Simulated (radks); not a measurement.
Valence configurations of P IV (all share [Ne]). Method: scalar-relativistic Kohn-Sham, LDA (Slater exchange, Perdew-Wang correlation), spin-polarised, spherical densities, finite nucleus; open shells are filled with parallel spins first; Fermi nuclear charge, rms radius 3.1889 fm; computed with a radial shooting solver on a logarithmic mesh with Libxc functionals. Energies are relative to 3s2; eigenvalues in eV for spin up.

| valence | E (eV) | moment (Bohr magnetons) | e(3p) | e(3s) |
|---|---|---|---|---|
| 3s2 | 0.000 | 0 | - | -45.743 |
| 3s1.5 3p0.5 | 4.702 | 1 | -36.486 | -46.746 |
| 3s1 3p1 | 8.517 | 2 | -37.239 | -47.556 |
| 3p2 | 18.843 | 2 | -37.733 | - |

NIST lists [Ne] 3s2 as the ground configuration; this level of theory agrees among the configurations tried. The energies are those of spherical high-spin densities, not of single terms.
